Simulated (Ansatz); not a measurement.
`O[SiH2][TeH]`. Charge 0, multiplicity 1. Te: def2 effective core potential.

| atom | x (Å) | y (Å) | z (Å) |
| --- | --- | --- | --- |
| O1 | 0.002 | 0.883 | -1.429 |
| Si2 | -0.074 | -0.432 | -0.447 |
| Te3 | 1.240 | -0.176 | 1.664 |
| H4 | -0.093 | 1.745 | -1.020 |
| H5 | -1.467 | -0.742 | -0.036 |
| H6 | 0.517 | -1.541 | -1.225 |
| H7 | -0.126 | 0.263 | 2.493 |

(1) What are the harmonic wavenumbers in cm⁻¹ at PBE0-D4/def2-TZVP (Ansatz, finite differences of forces, unscaled)? (Best estimate.)

(2) Is this a minimum?

(3) Give the ideal-gas thermochemistry at 298.15 K and 1 bar (rigid rotor, harmonic oscillator; point group C1, symmetry number 1).

(4) And at 400, 500, 600, 800 and 1000 K?

(5) Rotational constants (cm⁻¹)?

## Answers

(1) Ansatz gave: 121, 151, 244, 343, 443, 617, 740, 815, 870, 919, 942, 2157, 2226, 2266, 3916.

(2) Yes, all 15 modes are real.

(3) Zero-point energy 100.3 kJ/mol; H(298) − E = 118.0 kJ/mol; entropy 328.5 J/(mol·K), of which translation 173.3, rotation 109.9, vibration 45.2; G(298) − E = 20.0 kJ/mol.

(4) 
```json
{"T (K)": "400", "H − E (kJ/mol)": "127.3", "S (J/mol/K)": "355.3", "G − E (kJ/mol)": "-14.8"}
{"T (K)": "500", "H − E (kJ/mol)": "137.5", "S (J/mol/K)": "378.1", "G − E (kJ/mol)": "-51.5"}
{"T (K)": "600", "H − E (kJ/mol)": "148.5", "S (J/mol/K)": "398.1", "G − E (kJ/mol)": "-90.4"}
{"T (K)": "800", "H − E (kJ/mol)": "172.3", "S (J/mol/K)": "432.2", "G − E (kJ/mol)": "-173.5"}
{"T (K)": "1000", "H − E (kJ/mol)": "197.8", "S (J/mol/K)": "460.7", "G − E (kJ/mol)": "-262.9"}
```

(5) 0.5645, 0.05908, 0.05562.
